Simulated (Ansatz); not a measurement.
# Reading a saddle point

A first-order saddle point of Si2H6O2, singlet, PBE0-D4/def2-TZVP, with one imaginary mode of 480i cm⁻¹:

```
10
angstrom
Si -0.6134 -0.1812 0.6623
Si 1.4456 0.4937 -0.2515
H -0.0845 0.3654 -0.9583
O -1.8300 0.8994 0.8575
O -1.3383 -1.5701 0.1312
H 2.2637 0.9765 0.9051
H 1.7378 1.5118 -1.3102
H 1.8964 -0.8631 -0.6550
H -2.6390 0.7456 0.3620
H -0.8382 -2.3781 0.2567
```

Program: Ansatz 0.2.0. Basis: def2-TZVPP and def2-QZVPP. Cores are frozen in the correlated methods. Extrapolation: Hartree–Fock as exp(−7.88 √X), correlation as X^−2.97.

Which contacts change along the imaginary mode, and what lies on either side? (Judge from chemistry; the calculation decides.)

Computed: The step is Si₂H₆O₂ ([OH][SiH]([OH])[SiH3]) → SiH₂O₂ ([OH][Si][OH]) + SiH₄, with the molecules in contact on both sides. Shortening one way: Si2–H3; lengthening the same way: Si1–Si2, Si1–H3.
```
   pair  one side (Å)  saddle (Å)  other side (Å)
 Si2–H3          3.25        1.69            1.48
Si1–Si2          2.34        2.35            3.83
 Si1–H3          1.50        1.79            3.57
```

Which side is lower, and how far does the saddle lie above each? (Judge from chemistry; the value comes from the calculation.)

The calculation gives: The side with Si1–Si2, Si1–H3 short is lower by 1.133 eV; the saddle lies 2.343 eV above it and 1.210 eV above the other (CCSD(T) at an estimated basis limit (MP2 extrapolated from triple and quadruple zeta, plus CCSD(T) − MP2 in triple zeta); electronic energies).

No T1 diagnostic of these runs exceeds 0.015.

Losses and insertions of silylenes and their heavier kin drive the gas-phase chemistry of silicon and germanium vapour deposition.

Labels in which every atom is bracketed show which atoms are joined, not bond orders.

For scale, one of the runs: CCSD(T)/def2-TZVPP, 230 basis functions, launched by `ansatz run in.yaml --threads 4 --pin off --events-out ev --progress --plain --max-ram 9574MiB`. Hardware: 4 CPU threads of an Arm Neoverse V1, shared host. Wall time 77 s; peak host memory 3.8 GiB.
